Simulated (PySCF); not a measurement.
A calculated (PBE, PySCF 2.14, cc-pVDZ-DK, scalar relativity by spin-free X2C-1e) atom or ion has these occupied shells.

```tsv
shell	electrons	orbital energy (eV)	rms radius, mean of both spins (bohr)
1s α	1	-211.75	0.381
1s β	1	-211.07	0.381
2s α	1	-32.660	1.79
```

(1) Name the element and its charge.

Answers

(1) B²⁺ (boron, charge +2), in [He] 2s1, 2S determinant.
